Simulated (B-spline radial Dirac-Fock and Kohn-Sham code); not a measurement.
Si²⁺ in Watson spheres of different radius

These are calculated numbers from a B-spline atomic structure program; the model is Dirac-Fock energy differences between relaxed states, corrected for Breit and QED terms. The ion, [Ne] 3s2, sits in a hollow sphere of charge Q = -2, a simple model of the Madelung potential. Inside the sphere an electron's potential energy is raised by the constant 14.40·|Q|/R eV, so binding energies fall by about that much as long as the orbitals stay inside.

```csv
radius (Å),14.40 |Q|/R (eV),1s (eV),2s (eV),2p1/2 (eV),2p3/2 (eV),3s (eV)
1.8,16.00,1858.2,169.7,116.7,116.1,16.16
2.2,13.09,1861.0,172.5,119.5,118.9,18.95
```

From the smallest to the largest radius 1s moves by +2.8 eV, while the constant potential alone would give +2.9 eV; the difference comes from charge outside the sphere and its screening.
